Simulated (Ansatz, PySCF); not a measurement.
Gas-phase reaction in SMILES: C[C@H]1CO1 → [CH3] (CH3) + [CH]1CO1 (the C-C bond at the site shown breaks; other sites are not compared here)
Each molecule is optimised on its own at B3LYP-D3(BJ)/def2-TZVP (Ansatz, a program for electronic structure).

Property: bond dissociation energy (enthalpy at 298 K, with B3LYP-D3(BJ) rigid-rotor harmonic-oscillator terms from PySCF), in eV. Valence correlation only, unless marked. UHF or UKS for open shells. Spin-orbit coupling is left out. Non-relativistic. CBS marks a two-point X^-3 extrapolation of the correlation energy; Hartree-Fock from the larger set. [CCSD(T)-MP2]/basis is that difference in the basis named.

Level to compare with: RI-MP2/CBS(cc-pVTZ,cc-pVQZ)+[CCSD(T)-MP2]/cc-pVTZ (Ansatz), 4.22 eV. It is a level with limits of its own, and the differences hold the functionals' basis error too.

Rank these functionals by how close they come to RI-MP2/CBS(cc-pVTZ,cc-pVQZ)+[CCSD(T)-MP2]/cc-pVTZ, closest first: r2SCAN/def2-TZVPD (Ansatz); LC-wPBE/def2-TZVPD (Ansatz); B97M-V/def2-TZVPD (Ansatz).

B97M-V/def2-TZVPD (meta-GGA with VV10, 4.12 eV, difference -0.10), LC-wPBE/def2-TZVPD (range-separated hybrid, 4.03 eV, difference -0.19), r2SCAN/def2-TZVPD (meta-GGA, 3.83 eV, difference -0.39)
